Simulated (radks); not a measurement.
Values are calculated unless marked as measured or tabulated.
Rh1.25+, configuration [Ar] 3d10 4s2 4d(up 4, down 4) 4p(up 3, down 2.75) (fractional occupations, a model configuration). Code: a radial shooting solver on a logarithmic mesh with Libxc functionals. Model: scalar-relativistic Kohn-Sham, PBE, spin-polarised, spherical densities, finite nucleus; Fermi nuclear charge, rms radius 4.4945 fm.

X-ray form factor f0, the Fourier transform of the density (f0(0) = 43.75):

sin(theta)/lambda (1/angstrom)  f0 (electrons)
0.05                                    43.116
0.1                                     41.371
0.15                                    38.896
0.2                                     36.105
0.25                                    33.316
0.3                                     30.719
0.4                                     26.386
0.5                                     23.179
0.6                                     20.801
0.8                                     17.314
1                                       14.428
1.25                                    11.286
1.5                                      8.886
2                                        6.262
